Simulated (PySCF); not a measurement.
# Peak assignment

Mapped SMILES: `[CH3:1]/[C:2](=[N:3]\[NH:4][SiH3:5])[CH:6]1[CH2:7][CH2:8]1`; H(Xn) means a hydrogen on atom n. Ha(C7), Ha(C8) are cis to C2 on the ring; Hb(C7), Hb(C8) are trans to C2 on the ring.

Computed data (PySCF 2.14): PBE0/pcSseg-1 with gauge-including orbitals, geometry from GFN2-xTB. Fast rotation and ring inversion assumed for equivalent nuclei, non-relativistic, a single conformation, no solvent model.

Scale: TMS for 13C, 1H (reference shieldings calculated alike).

Question: Assign these signals to the numbered atoms. 13C{1H} NMR (computed): δ 147.2, 20.2, 16.5, 14.2.

Answer: 
```tsv
δ (ppm)	atoms	environment	reason
147.2	C2	C=N carbon	–
20.2	C6	three-membered-ring carbon	carbons of three-membered rings are unusually shielded
16.5	C1	methyl carbon	aliphatic region, no heteroatom directly attached
14.2	C7/C8	three-membered-ring carbon	carbons of three-membered rings are unusually shielded
```

Question: Assign these signals to the numbered atoms. 1H NMR (300 MHz, computed): δ 4.78 (s, 3H), 4.17 (br s, 1H), 1.90 (s, 3H), 1.06 (m, 1H), 0.85 (m, 2H), 0.71 (m, 2H).

Answer: 
4.78 → H(Si5), hydrogen on a silicon bonded to N
4.17 → H(N4), hydrogen on a nitrogen bonded to O or N: exchangeable, gas-phase position
1.90 → H(C1), hydrogen on a methyl carbon
1.06 → H(C6), hydrogen on a three-membered-ring carbon: cyclopropane-type protons are shielded by the ring
0.85 → Ha(C7)/Ha(C8), hydrogen on a three-membered-ring carbon
0.71 → Hb(C7)/Hb(C8), hydrogen on a three-membered-ring carbon

OH and NH positions are those of a molecule without intermolecular hydrogen bonds; in solution they move with solvent, concentration and temperature, and exchange usually removes their couplings. Shifts are as computed. Against solution values, carbons near 30 ppm lie about +3 ppm off and those near 130 ppm about +5 ppm. Of 1211 compounds with measured shifts, 218 miss one by over three times the rms of a fit or turn the order of signals round; such compounds aren't used in these exercises. Multiplicities follow the n + 1 count of equivalent neighbours, as no J values were calculated; m marks all less simple cases, F and P coupling included.
